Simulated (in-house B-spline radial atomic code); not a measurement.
## Ionising Ir V (Ir4+) with different functionals

Computed with a B-spline radial code for spherical atoms: four-component Dirac-Coulomb Hamiltonian, Fermi nucleus of rms radius 5.4032 fm, spin-restricted, spherical fractional occupations for the functionals. The ionisation energy is the difference of two self-consistent energies, [Xe] 4f14 5d5 → [Xe] 4f14 5d4, without Breit or QED terms; ε is the level of the shell that loses the electron (mean over j). The electron is taken from both j subshells in proportion to 2j + 1, so the result is a j average, not the step between ground levels.

Hybrids are left out here: with spherical fractional occupations of an open shell their exact exchange keeps a self-interaction that integer-occupation calculations don't have.

| method | rung | ΔSCF (eV) | -ε(5d) (eV) |
| --- | --- | --- | --- |
| LDA VWN5 | LDA | 57.91 | 50.73 |
| relativistic LDA | LDA | 57.92 | 50.75 |
| LDA PW92 | LDA | 57.90 | 50.73 |
| LDA exchange-only | LDA | 56.25 | 49.11 |
| PBE | GGA | ? | ? |
| PBEsol | GGA | ? | ? |
| BLYP | GGA | 57.46 | 50.30 |
| RPBE | GGA | 57.49 | 50.33 |
| PW91 | GGA | 57.67 | 50.50 |
| BP86 | GGA | 57.69 | 50.52 |
| AM05 | GGA | 57.62 | 50.45 |
| OLYP | GGA | 57.70 | 50.51 |

Q: What does PBEsol give?

A: ΔSCF 57.61 eV, and -ε(5d) = 50.45 eV.

Q: What does PBE give?

A: ΔSCF 57.58 eV, and -ε(5d) = 50.41 eV.

Q: How do they compare with the NIST value?

A: NIST lists 57 eV ± 1.9 (tabulated theory, ground level to ground level). Errors run from -0.75 to +0.92 eV; all lie within about twice that uncertainty, so the table can't rank the methods.
